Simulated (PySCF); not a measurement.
## NMR data sheet: tert-butyl acetate

| Quantity | Value |
| --- | --- |
| Formula | C6H12O2 |
| SMILES | CC(=O)OC(C)(C)C |
| Point group of the computed structure | C1 |
| Degrees of unsaturation | 1 |
| Carbon signals | 4 |
| Proton signals | 2 |

Molfile (atoms numbered from 1):
```
C6H12O2
     RDKit          3D

 20 19  0  0  0  0  0  0  0  0999 V2000
    2.7266    0.1421   -0.3048 C   0  0  0  0  0  0  0  0  0  0  0  0
    1.3661   -0.3916    0.0549 C   0  0  0  0  0  0  0  0  0  0  0  0
    1.1875   -1.4172    0.6614 O   0  0  0  0  0  0  0  0  0  0  0  0
    0.4018    0.4279   -0.3692 O   0  0  0  0  0  0  0  0  0  0  0  0
   -1.0049    0.1477   -0.1243 C   0  0  0  0  0  0  0  0  0  0  0  0
   -1.7079    1.3309   -0.7717 C   0  0  0  0  0  0  0  0  0  0  0  0
   -1.2778    0.1139    1.3748 C   0  0  0  0  0  0  0  0  0  0  0  0
   -1.4035   -1.1546   -0.8085 C   0  0  0  0  0  0  0  0  0  0  0  0
    3.3458   -0.6829   -0.6807 H   0  0  0  0  0  0  0  0  0  0  0  0
    3.2059    0.5208    0.6106 H   0  0  0  0  0  0  0  0  0  0  0  0
    2.6689    0.9514   -1.0417 H   0  0  0  0  0  0  0  0  0  0  0  0
   -2.7974    1.2352   -0.6596 H   0  0  0  0  0  0  0  0  0  0  0  0
   -1.4682    1.3806   -1.8438 H   0  0  0  0  0  0  0  0  0  0  0  0
   -1.3880    2.2726   -0.3025 H   0  0  0  0  0  0  0  0  0  0  0  0
   -0.7781   -0.7400    1.8482 H   0  0  0  0  0  0  0  0  0  0  0  0
   -2.3608    0.0343    1.5509 H   0  0  0  0  0  0  0  0  0  0  0  0
   -0.9224    1.0423    1.8467 H   0  0  0  0  0  0  0  0  0  0  0  0
   -0.8938   -2.0124   -0.3531 H   0  0  0  0  0  0  0  0  0  0  0  0
   -2.4903   -1.2998   -0.7202 H   0  0  0  0  0  0  0  0  0  0  0  0
   -1.1501   -1.1152   -1.8787 H   0  0  0  0  0  0  0  0  0  0  0  0
  1  2  1  0
  2  3  2  0
  2  4  1  0
  4  5  1  0
  5  6  1  0
  5  7  1  0
  5  8  1  0
  1  9  1  0
  1 10  1  0
  1 11  1  0
  6 12  1  0
  6 13  1  0
  6 14  1  0
  7 15  1  0
  7 16  1  0
  7 17  1  0
  8 18  1  0
  8 19  1  0
  8 20  1  0
M  END
```

No relativistic terms, one conformer, isolated molecule, fast rotation and ring inversion assumed for equivalent nuclei. PBE0-D3(BJ)/def2-SVP geometry; CAM-B3LYP/pcSseg-1 with gauge-including orbitals; PySCF 2.14.

Chemical shifts δ = σref − σ; 1H (σ = 31.33 ppm) and 13C (σ = 182.45 ppm) vs TMS; H2O for 17O (σ = 338.55 ppm), all at this level.

| carbon | δC, type | δH (multiplicity) | HMBC from (2–3 bonds) | span of the C tensor (ppm) |
| --- | --- | --- | --- | --- |
| C1 | 23.8, CH3 | 1.95 (s) | – | 56 |
| C2 | 178.2, C | – | H9/H10/H11 | 164 |
| C5 | 78.9, C | – | H12/H13/H14/H15/H16/H17/H18/H19/H20 | 75 |
| C6/C7/C8 | 28.8, CH3 | 1.44 (s) | H12/H13/H14/H15/H16/H17/H18/H19/H20 | 49 |

Other nuclei:
```
atoms  nucleus            environment  δ (ppm)  σ (ppm)
   O3      17O  ester carbonyl oxygen    451.7   -113.2
   O4      17O    ester alkoxy oxygen    256.6     81.9
```

Carbon types of the structure: 2 × C, 4 × CH3, which accounts for all hydrogens. δC 178.2: ester carbonyl carbon; lone-pair donation from the attached heteroatom keeps it upfield of a ketone carbonyl. δC 78.9: fully substituted sp3 carbon bonded to O; deshielded by the electronegative neighbour. δC 28.8: methyl carbon; aliphatic region, no heteroatom directly attached. δC 23.8: methyl carbon α to a carbonyl; the adjacent C=O deshields it moderately. δH 1.95: hydrogen on a methyl carbon α to a carbonyl; α to C=O.

Shifts are as computed, not scaled to solution data. Of 1211 compounds with measured shifts, 218 miss one by over three times the rms of a fit or turn the order of signals round; such compounds aren't used in these exercises. Unscaled 17O shifts of doubly bonded oxygen tend to come out too high, by tens of ppm or more. Experimental scales use liquid or dissolved standards, which lie at an offset from isolated H2O (liquid H2O: subtract about 36 ppm). Multiplicities follow the n + 1 count of equivalent neighbours, as no J values were calculated; m marks all less simple cases, F and P coupling included.
